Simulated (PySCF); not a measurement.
**Telling isomers of C₅H₁₀N₂ apart by NMR**

- shielding tensors at PBE0/pcSseg-1 (GIAO)
- coordinates at the GFN2-xTB level
- program: PySCF 2.14
- one conformer, one averaged value for each set of equivalent atoms, in vacuum, relativity neglected

Shifts are taken against calculated references (same method and geometry level): TMS for 1H (σref 31.72), 13C (σref 186.93). Where no couplings were computed, multiplicities follow the n + 1 count of equivalent neighbours, and m marks all less simple cases (inequivalent or close neighbours, rings, F or P nearby). Shifts are as computed. Against solution values, carbons near 30 ppm lie about +3 ppm off and those near 130 ppm about +5 ppm. Of 1211 compounds with measured shifts, 218 miss one by over three times the rms of a fit or turn the order of signals round; such compounds aren't used in these exercises.

(1) Tabulate the signals of `C=N/N=C\C(C)C`, `C/C=N\N=C(C)C` and their relative energies.

(2) What is the quickest way to tell C=N/N=C\C(C)C from C/C=N\N=C(C)C?

Answers

(1) 
```tsv
SMILES	carbon types	δC	δH	E rel. (kcal/mol)
C=N/N=C\C(C)C	2×CH 1×CH2 2×CH3	133.4, 114.5, 29.4, 22.6	6.06 (m, 1H), 6.01 (m, 1H), 5.93 (d, 1H), 2.32 (m, 1H), 1.04 (d, 6H)	11.8
C/C=N\N=C(C)C	1×C 1×CH 3×CH3	135.0, 130.5, 27.8, 17.2, 16.1	6.43 (q, 1H), 2.01 (s, 3H), 1.65 (d, 3H), 1.62 (s, 3H)	0.0
```

Energies are electronic energies at PBE0/pcSseg-1 on these geometries, without zero-point or thermal terms, each for the one conformer computed, which needn't be the lowest.

(2) Count the carbon signals: 4 against 5. The first has a C=N carbon (CH2) at 114.5 ppm, the second a C=N carbon (C) at 135.0 ppm. Their most deshielded carbons lie at 133.4 and 135.0 ppm.
